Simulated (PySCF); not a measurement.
**From computed data to an observable: dipole moment from atomic charges**

Ge(H)2(F)(NH2) (FGeH₄N), SMILES [F][GeH2][NH2]. Atoms are numbered in the order given.

```xyz
7

Ge    -0.3335    -0.0533     0.0000
N      0.4954     1.5577     0.0000
F      0.8210    -1.3704     0.0000
H     -1.1241    -0.2145    -1.3003
H     -1.1241    -0.2145     1.3003
H      1.0311     1.7819     0.8255
H      1.0311     1.7819    -0.8255
```

Geometry optimised at PBE0-D3(BJ)/def2-TZVP. One conformer was computed; it need not be the lowest.

Charges (e) from ωB97X/def2-TZVPD (PySCF):

```csv
atom,IAO,ESP fit
Ge1,1.079,0.743
N2,-0.829,-1.009
F3,-0.563,-0.385
H4,-0.114,-0.067
H5,-0.114,-0.067
H6,0.270,0.392
H7,0.270,0.392
```

The dipole moment of the full density is 1.70 D.

Q: What dipole moment does each set of point charges give, and which comes closer to that of the density?

A: 
μ = Σ q r, and 1 e Å = 4.8032 D.
IAO: Σ q r = (-0.420, 0.434, 0.000) e Å, |μ| = 2.90 D.
ESP fit: Σ q r = (-0.105, 0.342, 0.000) e Å, |μ| = 1.72 D.
ESP fit comes closer in size. Point charges leave out the atoms' own dipoles (lone pairs, polarised bonds); fits to the potential absorb them, partitions of the density don't.
